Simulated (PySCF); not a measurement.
A structure optimised at B3LYP-D3(BJ)/def2-SVP, used in a PySCF frequency run:

```xyz
4

Al     0.0000     0.0000    -1.0941
H      0.0000     0.0000    -2.6627
I      0.0000    -2.1337     0.1593
I      0.0000     2.1337     0.1593
```

**Question.** Write its SMILES, formula and point group.

**Answer.** [I][AlH][I], AlHI₂, C2v

**Question.** What are its rotational constants (standard atomic weights)?

**Answer.** 11.071, 0.43735, 0.42073 GHz
